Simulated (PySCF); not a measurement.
C₂H₅NO₂Si, SMILES C1=N[SiH2]OCO1. Geometry: B3LYP-D3(BJ)/def2-SVP. The structure was generated by enumeration, and PubChem lists no compound with its InChIKey, so it may never have been made. Other conformers were not sampled.

All values below come from B3LYP-D3(BJ)/def2-SVP (PySCF 2.14.0).

Harmonic wavenumbers (cm⁻¹): 157, 215, 368, 415, 522, 692, 699, 743, 756, 826, 849, 942, 984, 998, 1110, 1145, 1220, 1296, 1404, 1440, 1502, 1729, 2242, 2283, 2974, 3101, 3131. Rotational constants (GHz): 4.864, 3.540, 2.186; symmetry number 1.

Question: Work out the zero-point energy and the ideal-gas rigid-rotor harmonic-oscillator thermochemistry at 298.15 K and 1 atm.

Answer: ZPE = ½ Σ hcν = ½ × 33744 cm⁻¹ = 48.24 kcal/mol. H − E(el) = 52.36 kcal/mol. Entropy in cal/(mol K): translation 39.81, rotation 26.55, vibration 9.22, total 75.58. G − E(el) = 29.82 kcal/mol. Cp = 22.56 cal/(mol K).
